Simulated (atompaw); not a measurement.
# Cutoff test, holmium, PAW (atompaw)

```json
{
 "Element": "holmium (Ho)",
 "Generator": "atompaw 4.2.0.5",
 "Type": "PAW",
 "Functional": "LDA (PW92)",
 "Relativity": "non-relativistic",
 "Frozen core": "[Xe]",
 "Valence charge": "13",
 "Reference configuration": "4f11 5d0 6s2 6p0",
 "Partial waves": "6s (bound): rc 2.90 bohr; 6s channel at 1.45 Ry: rc 3.00 bohr; 6p (bound, empty): rc 3.00 bohr; 6p channel at 0.45 Ry: rc 3.00 bohr; 5d (bound, empty): rc 3.00 bohr; 5d channel at 1 Ry: rc 3.00 bohr; 4f (bound): rc 1.05 bohr; 4f channel at 0.45 Ry: rc 1.05 bohr",
 "Local potential": "bessel scheme, radius 2.35 bohr",
 "Core correction": "smooth core density matched at 2.90 bohr",
 "Augmentation charge": "sinc compensation charge, radius 2.85 bohr; PAW radius 3.00 bohr; waves and projectors: modrrkj vanderbiltortho"
}
```

The pseudo-atom Hamiltonian at the reference potential is diagonalised in spherical Bessel functions j_l(qr) that vanish at 20 bohr, with q² up to the cutoff. All-electron valence levels (Ry): 6s -0.2678, 6p -0.1006, 5d -0.1426, 4f -0.5449.

Question: How do the lowest levels (Ry) of each channel move with the cutoff, and are there ghosts?

Answer:

```tsv
cutoff (Ry)	s #1	p #1	p #2	p #3	d #1	f #1	Σ f·Δε (mRy)
8	-0.2677	-0.8052	-0.1004	0.0455	-0.1414	0.0931	7018.3
18	-0.2678	-2.1084	-0.1006	0.0454	-0.1425	0.0931	7018.1
35	-0.2678	-2.1529	-0.1006	0.0454	-0.1426	0.0931	7017.9
55	-0.2678	-2.1546	-0.1006	0.0454	-0.1426	-0.0701	5222.7
90	-0.2678	-2.1551	-0.1006	0.0454	-0.1426	-0.5157	321.5
140	-0.2678	-2.1552	-0.1006	0.0454	-0.1426	-0.5439	10.9
230	-0.2678	-2.1552	-0.1006	0.0454	-0.1426	-0.5446	3.2
400	-0.2678	-2.1552	-0.1006	0.0454	-0.1426	-0.5449	0.0
```

Result: ghost states, extra bound levels that the all-electron valence spectrum of the same l lacks: p at -29.3 eV, f at -7.4 eV (a true bound ghost makes a file unfit for plane-wave use); 10 mRy is reached at 160 Ry and 1 mRy at 300 Ry.
